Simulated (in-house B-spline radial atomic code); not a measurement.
## RPA and G0W0 on BHandHLYP: Sb

Configuration [Kr] 4d10 5s2 5p3, highest spin, mean-field start BHandHLYP. Computed with an all-electron radial atomic-structure program (B-spline basis): all electrons, non-relativistic, point nucleus, each spin shell either full or empty, empty states to l = 9 with an (l + 1/2)⁻⁴ tail; G0W0 by contour deformation at full frequency.

Without relativity these are model numbers: it shifts the levels of so heavy an element strongly and can reorder them.

Command:
```bash
python run_gw.py task.json out
```
Settings (radii: box in bohr, nucleus in fm):
```
Z                        51
electrons                51
configuration            [Kr] 4d10 5s2 5p3
hamiltonian              nr
method                   bhandhlyp
lmax                     9
spin_polarised           True
box_radius               40
intervals                57
```

Cost of the run: 8.7 s on 1 thread of Arm Neoverse N1, on a shared host.

Energies (hartree):

| term | value |
| --- | --- |
| mean-field total | -6316.02773 |
| Hartree-Fock functional on these orbitals | -6313.47702 |
| direct second order | -4.1951 |
| second-order exchange | 1.1596 |
| SOSEX correction | 1.0827 |

(1) What is the RPA correlation energy, and what remains with SOSEX?

Quasi-particle levels (eV):

```
  level  occupied  mean field  Σx - vxc     Σc  QP weight     G0W0
  5p up       yes      -7.312     -1.67      ?          ?        ?
5s down       yes     -12.446     -0.15  -1.70      0.898  -14.293
5p down        no      -2.123      2.96  -1.86      0.925   -1.025
```

G0W0 = mean field + (Σx - vxc) + Σc, with Σc (partial-wave tail included) taken at the quasi-particle energy. Only the outer levels were computed. Levels of low weight are left out.

(2) Where does G0W0 put 5p up?

Results:

(1) RPA gives -3.7016 hartree (-1.98 eV per electron); RPA + SOSEX gives -2.6189, and the second-order doubles -3.0355 hartree (no singles). RPA lacks exchange-type terms and so overcorrelates at short range.

(2) At -9.308 eV, with Σc = -0.33 eV and a quasi-particle weight of 0.913. The tabulated removal energy is 8.608 eV (NIST, measured); the calculation leaves out relativity, Breit and QED terms, and what these don't explain is the method's own error.
